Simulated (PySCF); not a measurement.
# Spinor energies of Hf³³⁺ (hafnium, charge +33)

Start: [Kr] 4d3; 4d3/2 filled at m_j = -1/2, +1/2, +3/2. Calculated with PySCF 2.14 in an uncontracted even-tempered set (17 s from 3.3 bohr⁻², ratio 2.8; 14 p from 4.3 bohr⁻², ratio 2.8; 9 d from 4.3 bohr⁻², ratio 2.8; 3 f from 16 bohr⁻², ratio 3): generalised Hartree-Fock with the X2C-1e Hamiltonian and a Gaussian nucleus; one run each with spin-orbit coupling (SO) switched off, then screened by Boettger's factors.

| spinor shell | electrons | ε, spin-free (eV) | ε, screened SO (eV) | weight of nominal j (screened SO) | rms radius, screened SO (bohr) |
| --- | --- | --- | --- | --- | --- |
| 1s1/2 | 2 | -67009.9 | -66990.5 | 1.000 | 0.0215 |
| 2s1/2 | 2 | -12694.8 | -12687.9 | 1.000 | 0.0869 |
| 2p1/2 | 2 | -11309.6 | -12160.0 | 1.000 | 0.0740 |
| 2p3/2 | 4 | -11309.6 | -10958.8 | 1.000 | 0.0812 |
| 3s1/2 | 2 | -3943.3 | -3940.5 | 1.000 | 0.221 |
| 3p1/2 | 2 | -3520.4 | -3708.3 | 1.000 | 0.212 |
| 3p3/2 | 4 | -3520.4 | -3440.5 | 1.000 | 0.226 |
| 3d3/2 | 4 | -3021.4 | -3057.2 | 1.000 | 0.199 |
| 3d5/2 | 6 | -3021.4 | -2994.5 | 1.000 | 0.203 |
| 4s1/2 | 2 | -1700.0 | -1698.8 | 1.000 | 0.461 |
| 4p1/2 | 2 | -1537.6 | -1601.5 | 0.999 | 0.464 |
| 4p3/2 | 4 | -1537.6 | -1509.5 | 0.999 | 0.492 |
| 4d3/2 | 3 | -1359.1 | -1364.6 | 0.992 | 0.478 |

| quantity | spin-free | screened SO |
| --- | --- | --- |
| E (hartree) | -14469.83961 | -14486.66349 |
| M_J | 3/2 | 3/2 |
| ⟨J²⟩ | 6.752 | 3.808 |
| ⟨L²⟩ | 12.002 | 8.071 |
| ⟨S²⟩ | 3.750 | 2.196 |

Each row is a mean over spinors that exchange with the open shell spreads, by up to 11.931 eV (4p1/2).

⟨J²⟩ departs a little from M_J(M_J + 1) because the unrestricted spinors polarise the closed shells.

Breit and QED terms are absent; they matter most for the inner s and p1/2 levels.

Densities and radii are taken from the X2C orbitals without a picture-change correction, which distorts them close to the nucleus.

Without spin-orbit coupling the j labels of p, d and f shells carry no meaning; the spin-free column gives the mean over the occupied spinors of each nl shell, and its ⟨J²⟩ belongs to a mixture of degenerate components.
